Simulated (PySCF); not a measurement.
A side-by-side comparison of computed properties.

First species: (CH3)3CCHF2, C5H10F2.
InChI=1S/C5H10F2/c1-5(2,3)4(6)7/h4H,1-3H3

Second species: C4H9FOSi.
SMILES: `CO[SiH2]/C(C)=C\F`

Levels: CAM-B3LYP/def2-SVPD for dipole moment, HOMO energy, LUMO energy, HOMO–LUMO gap, static isotropic polarisability and electronic spatial extent ⟨r²⟩ about the centre of nuclear charge; TDDFT CAM-B3LYP/def2-SVPD for lowest singlet excitation; TDA CAM-B3LYP/def2-SVPD for lowest triplet excitation (Tamm–Dancoff); GFN2-xTB for rotational constant A and rotational constant C. Geometries: GFN2-xTB. Each species is one conformer at its optimised geometry, gas phase, non-relativistic unless stated; the electronic structure was computed with PySCF and density fitting.

The conformers computed, where there is a choice (atom-mapped SMILES and torsion angles):
- `[CH3:1][C:2]([CH3:3])([CH3:4])[CH:5]([F:6])[F:7]`: C1–C2–C5–F6 59°
- `[CH3:1][O:2][SiH2:3]/[C:4]([CH3:5])=[CH:6]\[F:7]`: C1–O2–Si3–C4 180°, O2–Si3–C4–C5 -2°

Values for the first species:

- Dipole moment: 2.29 D
- HOMO energy: -10.60 eV
- LUMO energy: 1.23 eV
- HOMO–LUMO gap: 11.83 eV
- Lowest singlet excitation: 8.98 eV
- Lowest triplet excitation (Tamm–Dancoff): 8.73 eV
- Static isotropic polarisability: 62.8 au
- Electronic spatial extent ⟨r²⟩ about the centre of nuclear charge: 760 bohr²
- Rotational constant A: 3.223 GHz
- Rotational constant C: 1.916 GHz

(1) Estimate the same properties for the second species, and the change in each.

Results:

(1) 
| property | first | second | second less first |
| --- | --- | --- | --- |
| dipole moment | 2.29 D | 1.66 D | -0.63 D |
| HOMO energy | -10.60 eV | -8.60 eV | +2.00 eV |
| LUMO energy | 1.23 eV | 1.06 eV | -0.17 eV |
| HOMO–LUMO gap | 11.83 eV | 9.66 eV | -2.17 eV |
| lowest singlet excitation | 8.98 eV | 6.87 eV | -2.11 eV |
| lowest triplet excitation (Tamm–Dancoff) | 8.73 eV | 4.22 eV | -4.51 eV |
| static isotropic polarisability | 62.8 au | 78.5 au | +15.7 au |
| electronic spatial extent ⟨r²⟩ about the centre of nuclear charge | 760 bohr² | 1194 bohr² | +434 bohr² |
| rotational constant A | 3.223 GHz | 4.039 GHz | +0.816 GHz |
| rotational constant C | 1.916 GHz | 0.954 GHz | -0.962 GHz |

On the first: A dipole of 2.29 D is allowed in Cs, and pure rotational transitions are dipole-allowed. In atomic units the dipole is 0.90 e·bohr (1 au = 2.5417 D).

On the second: The vertical singlet–triplet gap S1 − T1 is 2.65 eV (TDDFT singlet less Tamm–Dancoff triplet; S1: HOMO→LUMO, weight 0.56; T1: HOMO→LUMO+1, weight 0.90). S1 lies 2.79 eV below the HOMO–LUMO gap; its leading configuration is HOMO→LUMO, weight 0.56.
